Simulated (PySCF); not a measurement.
C₄H₉FSi. Atoms are numbered in the order given.

```xyz
15

C      1.3209    -1.3133     0.0000
C     -0.0663    -0.7042     0.0000
F     -0.9768    -1.7492     0.0000
C     -0.2974     0.2562    -1.1882
Si     0.0942     1.6824     0.0000
C     -0.2974     0.2562     1.1882
H      1.4546    -1.9399    -0.8939
H      1.4546    -1.9399     0.8939
H      2.0996    -0.5357     0.0000
H     -1.3737     0.2695    -1.4240
H      0.2681     0.0426    -2.1052
H      1.5181     2.1333     0.0000
H     -0.8013     2.8768     0.0000
H      0.2681     0.0426     2.1052
H     -1.3737     0.2695     1.4240
```
Charge 0, spin multiplicity 1.

The structure is a stationary point at PBE0-D3(BJ)/def2-SVP. This is a generated structure with no PubChem entry under its InChIKey; it may be hypothetical.

These are TDA-LC-ωPBE/def2-SVPD in PySCF values and carry that method's errors.

Vertical excitations. Gas-phase values at a fixed geometry. State labels are in the subgroup Cs.

Computed lowest excited states:
```tsv
state	symmetry	energy (eV)	λ (nm)	f	main pairs
S1	A"	8.19	151	0.020	HOMO→LUMO+1 75 %
S2	A'	8.45	147	0.143	HOMO−1→LUMO+1 81 %
S3	A"	8.63	144	0.000	HOMO−3→LUMO+1 63 %, HOMO−1→LUMO+5 12 %
S4	A"	8.68	143	0.024	HOMO−1→LUMO 48 %, HOMO−1→LUMO+2 23 %, HOMO−1→LUMO+3 13 %
S5	A'	8.88	140	0.005	HOMO→LUMO 55 %, HOMO→LUMO+2 19 %, HOMO→LUMO+3 13 %
S6	A"	8.89	139	0.001	HOMO−1→LUMO+5 42 %, HOMO−1→LUMO+3 25 %, HOMO−3→LUMO+1 17 %
S7	A'	9.03	137	0.036	HOMO→LUMO+5 43 %, HOMO→LUMO+3 26 %
S8	A"	9.27	134	0.078	HOMO−1→LUMO+2 42 %, HOMO−1→LUMO 36 %
S9	A'	9.40	132	0.193	HOMO→LUMO+2 43 %, HOMO→LUMO 22 %, HOMO−2→LUMO+1 14 %
S10	A'	9.59	129	0.147	HOMO−2→LUMO+1 46 %, HOMO−3→LUMO 28 %
T1	A'	7.20	172	0	HOMO−1→LUMO+1 78 %
T2	A"	7.56	164	0	HOMO→LUMO+1 71 %
T3	A"	8.02	155	0	HOMO−3→LUMO+1 72 %
T4	A"	8.25	150	0	HOMO−1→LUMO+3 41 %, HOMO−1→LUMO+5 37 %
```
Triplets are in the Tamm–Dancoff approximation.
